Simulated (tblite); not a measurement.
Compound: CH13NOSi4.
Atom-mapped SMILES: `[CH3:1][NH:2][Si@H:3]([SiH3:4])[SiH2:5][SiH2:6][OH:7]` (hydrogens: H8, H9, H10 on C1; H11 on N2; H12 on Si3; H13, H14, H15 on Si4; H16, H17 on Si5; H18, H19 on Si6; H20 on O7)

Computed with GFN2-xTB (tblite), gas phase: L-BFGS steps from a force-field or distance-geometry start until the largest atomic force falls under 0.01 eV/Å.

Step 12: E = -617.7349 eV
```
atom  x, y, z in Å  |  force x, y, z in eV/Å
C1     -1.2464    1.8387    0.4186   -0.023   0.186   0.004
N2     -1.0474    1.2285   -0.8683    0.044  -0.069  -0.027
Si3    -0.7502   -0.4757   -0.9654   -0.030  -0.204   0.131
Si4    -2.5677   -1.6963   -0.1617   -0.003   0.067  -0.039
Si5     1.1329   -1.0640    0.2826    0.039   0.024  -0.039
Si6     3.1810   -0.1224   -0.2053   -0.118  -0.081  -0.009
O7      2.8239    1.3770   -0.7432   -0.055   0.123   0.154
H8     -1.2311    2.9161    0.3152    0.098   0.353  -0.012
H9     -0.4379    1.5503    1.0890    0.007  -0.079  -0.036
H10    -2.1969    1.5858    0.8997   -0.098  -0.206  -0.014
H11    -1.6270    1.6450   -1.5855    0.075  -0.027   0.148
H12    -0.5225   -0.6291   -2.4152   -0.044   0.001  -0.020
H13    -3.2415   -2.5275   -1.1633   -0.049  -0.024   0.054
H14    -2.1285   -2.5608    0.9365   -0.031  -0.088  -0.017
H15    -3.6109   -0.8494    0.4411   -0.032  -0.032  -0.069
H16     1.2529   -2.5305    0.1304    0.040   0.001  -0.082
H17     0.8450   -1.0154    1.7376    0.008   0.132  -0.066
H18     4.0941    0.0008    0.9436    0.067  -0.010  -0.100
H19     3.8864   -0.7931   -1.3094    0.101   0.012   0.129
H20     3.3867    2.1326   -0.5994    0.004  -0.079  -0.090
```

Step 13: E = -617.7463 eV
```
atom  x, y, z in Å  |  force x, y, z in eV/Å
C1     -1.2466    1.8422    0.4174   -0.024   0.182   0.016
N2     -1.0492    1.2272   -0.8653    0.098  -0.118  -0.041
Si3    -0.7559   -0.4774   -0.9600    0.056  -0.176   0.049
Si4    -2.5725   -1.6996   -0.1636    0.002   0.057  -0.037
Si5     1.1428   -1.0574    0.2768   -0.119  -0.091   0.049
Si6     3.1873   -0.1216   -0.2006   -0.173   0.026  -0.032
O7      2.8155    1.3774   -0.7354   -0.057   0.027   0.179
H8     -1.2269    2.9208    0.3110    0.071   0.282   0.018
H9     -0.4404    1.5474    1.0850    0.063  -0.054   0.012
H10    -2.1939    1.5817    0.8993   -0.137  -0.141  -0.003
H11    -1.6180    1.6470   -1.5858    0.017   0.006   0.078
H12    -0.5270   -0.6180   -2.4147   -0.058  -0.016   0.032
H13    -3.2532   -2.5332   -1.1559   -0.049  -0.037   0.011
H14    -2.1405   -2.5648    0.9338   -0.003  -0.112   0.018
H15    -3.6166   -0.8585    0.4385   -0.065   0.014  -0.047
H16     1.2538   -2.5295    0.1309    0.048   0.064  -0.086
H17     0.8454   -1.0117    1.7350    0.033   0.137  -0.125
H18     4.1081   -0.0042    0.9360    0.103   0.017  -0.013
H19     3.8957   -0.7848   -1.2974    0.154  -0.050   0.011
H20     3.3869    2.1276   -0.6076    0.038  -0.014  -0.090
```

Step 14: E = -617.7573 eV
```
atom  x, y, z in Å  |  force x, y, z in eV/Å
C1     -1.2475    1.8488    0.4163   -0.002   0.088   0.037
N2     -1.0494    1.2234   -0.8620    0.074  -0.052  -0.049
Si3    -0.7609   -0.4827   -0.9543    0.114  -0.089  -0.044
Si4    -2.5778   -1.7025   -0.1660   -0.011   0.001  -0.007
Si5     1.1500   -1.0524    0.2723   -0.230  -0.171   0.096
Si6     3.1914   -0.1211   -0.1959   -0.140   0.077  -0.032
O7      2.8062    1.3770   -0.7236   -0.014   0.061   0.194
H8     -1.2214    2.9306    0.3073    0.030   0.119   0.047
H9     -0.4415    1.5434    1.0804    0.064   0.011   0.039
H10    -2.1933    1.5755    0.8991   -0.094  -0.023  -0.031
H11    -1.6083    1.6503   -1.5857    0.014  -0.021   0.051
H12    -0.5326   -0.6063   -2.4145   -0.069  -0.041   0.083
H13    -3.2667   -2.5400   -1.1483   -0.040  -0.040  -0.021
H14    -2.1533   -2.5710    0.9319    0.012  -0.109   0.023
H15    -3.6242   -0.8676    0.4354   -0.087   0.055  -0.029
H16     1.2557   -2.5273    0.1302    0.057   0.089  -0.086
H17     0.8466   -1.0058    1.7308    0.045   0.138  -0.137
H18     4.1253   -0.0086    0.9285    0.097   0.033   0.034
H19     3.9088   -0.7768   -1.2862    0.170  -0.086  -0.066
H20     3.3879    2.1240   -0.6182    0.009  -0.042  -0.102
```

Step 15: E = -617.7666 eV
```
atom  x, y, z in Å  |  force x, y, z in eV/Å
C1     -1.2474    1.8551    0.4161    0.014  -0.003   0.032
N2     -1.0466    1.2209   -0.8602    0.091  -0.032   0.046
Si3    -0.7618   -0.4882   -0.9489    0.095   0.033  -0.093
Si4    -2.5811   -1.7039   -0.1682   -0.040  -0.061   0.032
Si5     1.1521   -1.0517    0.2692   -0.238  -0.160   0.077
Si6     3.1898   -0.1185   -0.1937   -0.050   0.070  -0.016
O7      2.7960    1.3804   -0.7115   -0.041  -0.013   0.189
H8     -1.2162    2.9411    0.3051   -0.007  -0.059   0.073
H9     -0.4420    1.5408    1.0790    0.037   0.074   0.040
H10    -2.1943    1.5694    0.8969   -0.021   0.091  -0.064
H11    -1.6015    1.6502   -1.5832   -0.022  -0.015  -0.022
H12    -0.5387   -0.5997   -2.4104   -0.063  -0.065   0.074
H13    -3.2770   -2.5454   -1.1423   -0.026  -0.032  -0.039
H14    -2.1621   -2.5781    0.9297    0.013  -0.084   0.009
H15    -3.6310   -0.8731    0.4313   -0.085   0.073  -0.019
H16     1.2585   -2.5242    0.1266    0.062   0.055  -0.080
H17     0.8482   -0.9968    1.7233    0.037   0.125  -0.077
H18     4.1387   -0.0125    0.9217    0.051   0.046   0.034
H19     3.9213   -0.7732   -1.2758    0.144  -0.076  -0.094
H20     3.3901    2.1181   -0.6272    0.051   0.034  -0.102
```

Task: Estimate the geometry and energy of step 16. (The exact step hangs on the optimiser's Hessian estimate; all steps are aligned on step 15, rigid shifts and turns removed.)

Result: E = -617.7738 eV, largest force 0.188 eV/Å
```
atom  x, y, z in Å  |  force x, y, z in eV/Å
C1     -1.2471    1.8597    0.4164    0.037  -0.080   0.027
N2     -1.0429    1.2182   -0.8580    0.031   0.062   0.033
Si3    -0.7611   -0.4923   -0.9461    0.022   0.092  -0.087
Si4    -2.5848   -1.7063   -0.1694   -0.063  -0.088   0.055
Si5     1.1493   -1.0534    0.2680   -0.142  -0.084   0.012
Si6     3.1884   -0.1163   -0.1915    0.039  -0.010  -0.003
O7      2.7871    1.3827   -0.6984    0.001   0.046   0.178
H8     -1.2124    2.9481    0.3046   -0.030  -0.168   0.080
H9     -0.4413    1.5401    1.0785    0.004   0.115   0.044
H10    -2.1957    1.5667    0.8945    0.035   0.159  -0.082
H11    -1.5962    1.6506   -1.5825    0.016  -0.062   0.007
H12    -0.5448   -0.5947   -2.4066   -0.050  -0.084   0.032
H13    -3.2864   -2.5508   -1.1383   -0.008  -0.019  -0.041
H14    -2.1695   -2.5856    0.9286    0.008  -0.056  -0.009
H15    -3.6384   -0.8766    0.4279   -0.061   0.068  -0.021
H16     1.2619   -2.5207    0.1228    0.062  -0.013  -0.073
H17     0.8502   -0.9877    1.7164    0.015   0.109   0.012
H18     4.1514   -0.0145    0.9174   -0.010   0.050   0.008
H19     3.9344   -0.7712   -1.2698    0.082  -0.035  -0.063
H20     3.3928    2.1148   -0.6368    0.012  -0.001  -0.109
```

The energy changes by -0.0072 eV. The first-order estimate −F·Δx gives -0.0102 eV and the mean of the old and new forces, exact on a quadratic surface, -0.0072 eV. The step makes an angle of 63° with the force vector and moves no atom by more than 0.016 Å.

What follows is the cost of the whole relaxation. On Intel Xeon at 2.70 GHz, one thread (shared host), this took 1.6 s of wall time.
